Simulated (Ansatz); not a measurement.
Consider the redistribution: `[SiH3]O[Si](Cl)(Cl)Cl` + `C=[CH][AlH][CH2][SiH3]` → `[SiH3][CH2][AlH][SiH3]` + `C=CO[Si](Cl)(Cl)Cl`.

Isolated molecules relaxed with PBE0-D4/def2-TZVP in Ansatz; ΔE leaves out vibrations. CCSD(T)/CBS adds triple-zeta CCSD(T) − MP2 to the extrapolated MP2 energy (def2 sets, frozen cores). DFT in def2-TZVPP. One conformer a species, not always the lowest.

`[SiH3]O[Si](Cl)(Cl)Cl`:

Cartesian coordinates in Å:
```
Si -1.103 0.294 -1.173
O 0.189 0.421 -0.155
Si 1.052 -0.184 1.046
Cl -0.095 -0.376 2.708
Cl 2.596 1.061 1.438
Cl 1.774 -2.011 0.540
H -1.085 1.483 -2.055
H -2.352 0.259 -0.375
H -0.975 -0.948 -1.973
```

`C=[CH][AlH][CH2][SiH3]`:

Z-matrix (Å, degrees):
```
C
Si 1 1.864
Al 1 1.952 2 113.8
H 1 1.096 2 108.2 3 120.8
H 1 1.096 2 107.9 3 -122.9
H 2 1.490 1 113.0 3 -170.4
H 2 1.489 1 110.2 3 68.7
H 2 1.492 1 110.6 3 -49.8
C 3 1.941 1 118.8 2 -79.4
H 3 1.589 1 119.9 2 99.5
C 9 1.336 3 121.0 1 2.6
H 9 1.091 3 122.6 1 -178.3
H 11 1.089 9 123.0 3 179.2
H 11 1.088 9 122.0 3 -0.5
```

`[SiH3][CH2][AlH][SiH3]`:

Z-matrix (Å, degrees):
```
Si
C 1 1.863
H 1 1.490 2 113.0
H 1 1.489 2 110.1 3 120.6
H 1 1.489 2 110.1 3 -120.6
Al 2 1.958 1 114.8 3 179.9
H 2 1.098 1 109.9 3 -58.2
H 2 1.098 1 110.0 3 57.6
Si 6 2.459 2 118.8 1 -178.9
H 6 1.591 2 119.8 1 1.1
H 9 1.493 6 110.6 2 59.2
H 9 1.493 6 110.6 2 -58.5
H 9 1.490 6 114.0 2 -179.7
```

`C=CO[Si](Cl)(Cl)Cl`:

Z-matrix (Å, degrees):
```
Si
Cl 1 2.026
Cl 1 2.017 2 109.8
O 1 1.620 2 111.2 3 116.9
Cl 1 2.026 2 108.9 3 -120.3
C 4 1.362 1 132.0 2 61.0
C 6 1.322 4 126.6 1 -0.7
H 6 1.084 4 110.8 1 179.3
H 7 1.083 6 123.2 4 -0.0
H 7 1.081 6 118.9 4 -180.0
```

| level | ΔE (kJ/mol) |
| --- | --- |
| PBE0-D4 | 155.8 |
| PBE | 143.7 |
| HF/def2-TZVPP | 200.5 |
| MP2/def2-TZVPP | 192.1 |
| CCSD/def2-TZVPP | 182.2 |
| CCSD(T)/def2-TZVPP | 178.6 |
| HF/def2-QZVPP | 203.3 |
| CCSD/CBS(def2) | 185.9 |

(1) What does CCSD(T)/CBS give? (Estimate.)

Largest T1 diagnostic among the species: 0.012.

Answers

(1) Computed: +182.3 kJ/mol. The listed levels differ from it by -26.5, -38.6, 18.2, 9.8, -0.1, -3.7, 21.0, 3.6 kJ/mol.

In def2-TZVPP, CCSD(T) changes the Hartree–Fock value by −22.0 kJ/mol (the triples alone add −3.6 kJ/mol) and MP2 by −8.4 kJ/mol. From PBE to PBE0 (25 % exact exchange), in def2-TZVPP and without D4, ΔE moves by +11.6 kJ/mol.
